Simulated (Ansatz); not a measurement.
The same atomization along the group B, Al, Ga.

Isolated molecules relaxed with PBE0-D4/def2-TZVP in Ansatz; ΔE leaves out vibrations. CBS: MP2 limit from def2 TZ/QZ plus the TZ coupled-cluster correction, frozen cores. Small cases extrapolate CCSD(T) itself. For atomizations the MP2-based limit and the directly extrapolated one differ by several kJ/mol either way, and by 10 to 25 for some Ge, Se and Sn compounds, so smaller differences from it don't rank the levels. Functionals use def2-TZVPP. Open shells (•) are unrestricted, without spin–orbit coupling. Spin–orbit coupling would lower the free atoms: a little for Al, B, C, F, O; clearly for Ga. For Ga outer-core shells are correlated without core-valence functions, so the limit isn't a true one: a few kJ/mol of doubt a bond, and 10 to 20 or more in all where bonds break to atoms. Scalar relativity is left out up to krypton. One conformer a species, not always the lowest.

```tsv
reaction	HF/CBS(def2) (kJ/mol)	B97M-V (kJ/mol)	ωB97M-V (kJ/mol)	MP2/CBS(def2) (kJ/mol)
`COB(O)F` → C• + F• + B• + 4 H• + 2 O•	2867	3883	3895	4000
`C[O][Al]([OH])[F]` → C• + F• + Al• + 4 H• + 2 O•	2635	3615	3626	3760
`C[O][Ga]([OH])[F]` → C• + F• + Ga• + 4 H• + 2 O•	2306	3292	3298	3438
```

(1) Give the CCSD(T)/CBS values in the same order. (An estimate is asked.)

Largest T1 diagnostic: 0.018, for Al•.

Extrapolated directly: `C[O][Al]([OH])[F]` → C• + F• + Al• + 4 H• + 2 O•.

## Answers

(1) Computed: 3881, 3645, 3328 kJ/mol.
